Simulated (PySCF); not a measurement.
# Static response to an electric field

(H2In-mu-PH2)3.
Structure used (PBE0-D3(BJ)/def2-SVP), in Å, numbered top down from 1:
```
atom  x, y, z in Å
In1   -0.162   -1.304   -2.467
H2    -1.191   -2.673   -2.272
H3     0.654   -0.746   -3.881
P4     1.666   -1.389   -0.577
In5    2.259    0.553    1.096
H6     3.437   -0.035    2.210
H7     2.277    2.006    0.166
P8    -0.107    0.447    2.234
In9   -2.376    1.016    1.027
H10   -3.457   -0.301    1.285
H11   -2.633    2.701    1.293
P12   -1.409    0.750   -1.403
H13    2.881   -1.810   -1.179
H14    1.444   -2.545    0.217
H15   -0.049    1.213    3.428
H16   -0.217   -0.834    2.836
H17   -2.473    1.078   -2.286
H18   -0.601    1.890   -1.650
```

Level: CAM-B3LYP/def2-SVPD (PySCF), static field, nuclei fixed, core orbitals frozen in the response. The polarisability tensor in these axes (au):

```
x   227.12 -12.31   4.05
y   -12.31 189.64  21.92
z     4.05  21.92 223.07
```

Task: What are the eigenvalues, a third of the trace, and Δα (Δα² = ½Σ(αi − αj)² over the three pairs)?

Result: Principal values 175.59, 229.59 and 234.65 au; mean 213.27 au = 31.60 Å³ = 35.16 × 10⁻⁴⁰ C²·m²/J; Δα = 56.70 au (27 % of the mean).

Task: What is the dipole moment, and where does it point?

Result: (0.41, -0.42, 0.54) D, 0.79 D in size, pointing from the negative to the positive side. Measured along this direction, the outermost atoms are H17 at the negative end and H6 at the positive end.

Task: In a dilute gas of rigid molecules at 350 K, how does the orientational term μ²/3kT compare with the electronic polarisability?

Result: In Gaussian units μ²/3kT = 4.31 Å³ against 31.60 Å³, a ratio of 0.14; the Debye molar polarisation (4π/3)N_A(α + μ²/3kT) is 90.6 cm³/mol, leaving out the vibrational part.

Task: In TDDFT the mean static polarisability is Σ f/ω² over all singlet excitations (ω in hartree). How much of it do the 10 lowest give? Their energies (eV) and oscillator strengths: 5.59, 0.0012; 5.85, 0.0004; 5.97, 0.0024; 6.11, 0.0448; 6.14, 0.1343; 6.16, 0.3554; 6.27, 0.0034; 6.38, 0.3179; 6.40, 0.2419; 6.45, 0.0427.

Result: They add up to 21.53 au, 10.1 % of the 213.27 au; the largest single term is 6.94 au, from the state at 6.16 eV. Terms in order: 0.03, 0.01, 0.05, 0.89, 2.64, 6.94, 0.06, 5.79, 4.37, 0.76 au. Higher excitations give the rest. The strengths listed sum to 1.144.

Task: What molar refraction does this α imply?

Result: Lorentz–Lorenz: R = (4π/3)N_A α = 2.5225 cm³/(mol·Å³) × 31.60 Å³ = 79.7 cm³/mol, in the limit of long wavelengths.

The structure is a single PBE0-D3(BJ)/def2-SVP conformer in the gas phase; no vibrational or solvent corrections. Atoms past krypton carry effective core potentials; spin–orbit coupling is left out.

The run behind these numbers computed excited states as well. The run took 4.7 min wall (grids of density and orbitals included) on an Arm Neoverse N1 with one thread, shared host with 64 logical CPUs at a one-minute load of 60, and the process peaked at 1.7 GiB of memory.
